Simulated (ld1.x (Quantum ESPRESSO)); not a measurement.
## Transferability test, TM potential for bromine

bromine, norm-conserving Troullier–Martins (Kleinman–Bylander form), made with ld1.x (Quantum ESPRESSO) 7.5 (Wu–Cohen, scalar-relativistic). Core [Ar] 3d10, reference 4s2 4p5. Waves: 4s (bound): rc 1.45 bohr; 4p (bound): rc 1.75 bohr. Local part: all-electron potential smoothed inside 1.70 bohr (lloc = -2). Core correction: none.

Energies are relative to the spin-unpolarised reference configuration 4s2 4p5; without spin polarisation the order of configurations can differ from experiment.

```json
{"valence configuration": "4s2 4p4", "charge": "+1", "ΔE all-electron (eV)": "12.561", "error AE − PS (meV)": "-0.8"}
{"valence configuration": "4s2 4p3", "charge": "+2", "ΔE all-electron (eV)": "35.355", "error AE − PS (meV)": "+2.1"}
{"valence configuration": "4s2 4p2", "charge": "+3", "ΔE all-electron (eV)": "69.407", "error AE − PS (meV)": "+14"}
{"valence configuration": "4s2 4p4.5", "charge": "+0.5", "ΔE all-electron (eV)": "5.075", "error AE − PS (meV)": "-0.6"}
{"valence configuration": "4s1 4p6", "charge": "0", "ΔE all-electron (eV)": "12.398", "error AE − PS (meV)": "+2.6"}
{"valence configuration": "4s1 4p5", "charge": "+1", "ΔE all-electron (eV)": "25.593", "error AE − PS (meV)": "+7.6"}
```

Question: What are ΔE and the potential's error for 4s2 4p1?

Answer: ΔE = 115.545 eV all-electron; the error (AE − PS) is +46 meV.

Levels in the configuration 4s2 4p4:

| level | all-electron (eV) | pseudo (eV) |
| --- | --- | --- |
| 4s | -30.441 | -30.433 |
| 4p | -17.490 | -17.486 |
